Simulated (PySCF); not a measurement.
Compound: C2H5BrS2Si.
Cartesian coordinates in Å at the PBE0-D3(BJ)/def2-SVP level; atoms count from 1:
```xyz
11
C2H5BrS2Si angstrom
Br     3.2517   -0.7114    1.0564
Si     1.7959   -0.5687   -0.6280
S      0.4741    1.1020   -0.5224
C     -0.8903    0.1344    0.2283
C     -1.1026   -1.1674   -0.5144
S      0.4133   -2.1995   -0.5323
H      2.6249   -0.4970   -1.8567
H     -1.7854    0.7714    0.1600
H     -0.6703   -0.0443    1.2917
H     -1.4211   -0.9801   -1.5505
H     -1.8709   -1.7779   -0.0143
```

Computed with PySCF at wB97X-D/def2-SVPD, non-relativistic, on one gas-phase PBE0-D3(BJ)/def2-SVP geometry that isn't relaxed in the solvent. The solvent is an IEF-PCM continuum (cavity from Bondi-type radii × 1.2), and excitations are vertical TDDFT with non-equilibrium linear response and a frozen core. Only the electrostatic response of the medium enters. Spin–orbit coupling is left out although an atom past zinc is present.

Gas-phase singlets (H = HOMO, L = LUMO):

```tsv
state	E (eV)	λ (nm)	f	leading configuration
S1	5.378	231	0.001	H→L 86%
S2	5.649	219	0.003	H-1→L 79%
S3	6.112	203	0.019	H→L+1 64%
S4	6.324	196	0.040	H→L+2 65%
S5	6.552	189	0.007	H-1→L+2 34%
```

**Question.** What are the lowest 5 singlets in tetrahydrofuran (ε = 7.426)?

**Answer.** 
| state | E (eV) | λ (nm) | f | leading configuration | change by rank (eV) |
| --- | --- | --- | --- | --- | --- |
| S1 | 5.434 | 228 | 0.001 | H→L 82% | +0.056 |
| S2 | 5.707 | 217 | 0.006 | H-1→L 76% | +0.058 |
| S3 | 6.111 | 203 | 0.031 | H→L+1 59% | -0.001 |
| S4 | 6.323 | 196 | 0.070 | H→L+2 59% | -0.001 |
| S5 | 6.577 | 189 | 0.010 | H-1→L+1 37% | +0.025 |

**Question.** Give the list for acetone (ε = 20.49), n² = 1.85.

**Answer.** 
```csv
state,E (eV),λ (nm),f,leading configuration,change by rank (eV)
S1,5.446,228,0.001,H→L 80%,+0.068
S2,5.719,217,0.006,H-1→L 74%,+0.070
S3,6.114,203,0.030,H→L+1 57%,+0.002
S4,6.328,196,0.069,H→L+2 59%,+0.004
S5,6.583,188,0.010,H-1→L+1 37%,+0.031
```

**Question.** The ground-state energy changes by -0.197 eV from gas to acetone. By how much does the total energy of gas-phase S1 change?

**Answer.** E(S1) = E(S0) + excitation energy, so it changes by -0.197 + 0.068 = -0.129 eV: it is lowered less than the ground state, which is what a blue shift means. This is the vertical state, with the slow part of the continuum still set for S0.

**Question.** How do the frontier levels move from gas to acetone?

**Answer.** 
```csv
orbital,gas (eV),solvent (eV),change (eV),"Löwdin shares, gas","Löwdin shares, solvent"
LUMO+2,1.54,1.62,+0.08,"Si2 29 %, S3 24 %, Br1 14 %, S6 12 %","Si2 28 %, S3 24 %, S6 15 %, Br1 14 %"
LUMO+1,1.28,1.29,+0.01,"Br1 40 %, Si2 23 %, S6 14 %, S3 8 %","Br1 38 %, Si2 23 %, S6 16 %, S3 9 %"
LUMO,1.02,1.14,+0.12,"S3 29 %, S6 28 %, Si2 15 %, C4 8 %","S3 29 %, S6 27 %, Si2 16 %, Br1 13 %"
HOMO,-9.13,-9.09,+0.04,"S6 43 %, S3 29 %, Br1 8 %, C5 7 %","S6 42 %, S3 29 %, C5 7 %, Br1 6 %"
HOMO-1,-9.41,-9.37,+0.04,"S3 39 %, S6 26 %, Br1 11 %, Si2 7 %","S3 39 %, S6 27 %, Br1 9 %, Si2 7 %"
HOMO-2,-10.33,-10.40,-0.07,"Br1 73 %, Si2 11 %, H7 6 %, S3 6 %","Br1 44 %, S3 24 %, S6 16 %, Si2 11 %"
HOMO-3,-10.34,-10.44,-0.10,"Br1 51 %, S6 19 %, S3 15 %, Si2 10 %","Br1 69 %, Si2 12 %, S6 8 %, H7 7 %"
```

The HOMO–LUMO gap goes from 10.15 to 10.23 eV. Rows go by rank; for HOMO-3 and HOMO-2 the atom shares or the degeneracy differ between the runs, so the row needn't follow one orbital.

Note: wB97X-D ran without an empirical dispersion term, which enters the total energy and its gradient alone.
